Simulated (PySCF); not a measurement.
Trends in electronic spectra. Theory: TDDFT PBE0/def2-SVPD, vertical, gas phase, core orbitals frozen in the response in PySCF 2.14.0, density-fitted response routines. Geometries: PBE0-D3(BJ)/def2-SVP; one conformer of each isolated species. Triplets are in the Tamm–Dancoff approximation. 'Strongest' means the level of largest summed f among the lowest 10 singlets; it needn't be the same kind of state in each. Relativistic effects are left out although some hold elements past zinc. Ions are computed without counter-ions or solvent.

Question: Rank by computed lowest singlet excitation energy, highest first.
A. `C=CCN[SiH2][AsH2]`
B. `[BH+]F`
C. `[SiH3]S[C@H]1CSBS1`
D. `[H]/N=C1/CCC[C@@H](C#C)[C@@H]1F`
E. `C1[CH2][AlH][CH2][C@H]1C(=C)C`

Answer: B (11.00 eV), A (5.70 eV), D (5.38 eV), C (4.97 eV), E (4.59 eV).

```json
{"SMILES": "[BH+]F", "S1 (eV)": "11.00", "α (au)": "10.0", "HOMO (eV)": "-22.14", "f (S1)": "0.138", "gap (eV)": "12.58", "strongest (eV)": "14.89", "S1 mainly": "H→L/L+1 (97%)"}
{"SMILES": "C=CCN[SiH2][AsH2]", "S1 (eV)": "5.70", "α (au)": "105.3", "HOMO (eV)": "-6.89", "f (S1)": "0.008", "gap (eV)": "6.92", "strongest (eV)": "6.79", "S1 mainly": "H→L (92%)"}
{"SMILES": "[H]/N=C1/CCC[C@@H](C#C)[C@@H]1F", "S1 (eV)": "5.38", "α (au)": "98.1", "HOMO (eV)": "-7.65", "f (S1)": "0.002", "gap (eV)": "7.22", "strongest (eV)": "7.34", "S1 mainly": "H→L (90%)"}
{"SMILES": "[SiH3]S[C@H]1CSBS1", "S1 (eV)": "4.97", "α (au)": "124.1", "HOMO (eV)": "-7.17", "f (S1)": "0.044", "gap (eV)": "5.99", "strongest (eV)": "5.27", "S1 mainly": "H→L (95%)"}
{"SMILES": "C=C(C)[C@H]1C[CH2][AlH][CH2]1", "S1 (eV)": "4.59", "α (au)": "110.2", "HOMO (eV)": "-6.85", "f (S1)": "0.000", "gap (eV)": "5.81", "strongest (eV)": "6.58", "S1 mainly": "H-1→L (58%)"}
```

H and L stand for HOMO and LUMO. A slash joins orbitals within 0.01 eV of each other, whose weights are summed (≥ marks a lower bound).

Mean S1 by what the SMILES shows (count): single bonds only 7.99 eV (2); a double or triple bond but no aromatic ring 5.22 eV (3).

- `[BH+]F`: Löwdin shares by element: HOMO boron 48%, hydrogen 43%, fluorine 9%; LUMO (one of a set within 0.03 eV) boron 66%, fluorine 23%, hydrogen 12%.
- `C=CCN[SiH2][AsH2]`: Löwdin shares by element: HOMO nitrogen 43%, arsenic 13%, silicon 13%, hydrogen 9% or more (atoms not listed hold the other 22%); LUMO arsenic 22%, carbon 20% or more, silicon 19% (atoms not listed hold the other 40%).
- `[H]/N=C1/CCC[C@@H](C#C)[C@@H]1F`: Löwdin shares by element: HOMO nitrogen 49%, carbon 27% or more (atoms not listed hold the other 24%); LUMO carbon 39% or more, nitrogen 30% (atoms not listed hold the other 30%).
- `[SiH3]S[C@H]1CSBS1`: Löwdin shares by element: HOMO sulfur 74%, boron 7% (atoms not listed hold the other 19%); LUMO boron 40%, sulfur 38% or more, hydrogen 7% or more.
- `C=C(C)[C@H]1C[CH2][AlH][CH2]1`: Löwdin shares by element: HOMO carbon 71% or more, aluminium 5% (atoms not listed hold the other 24%); LUMO aluminium 58%, carbon 19% or more, hydrogen 12% or more.
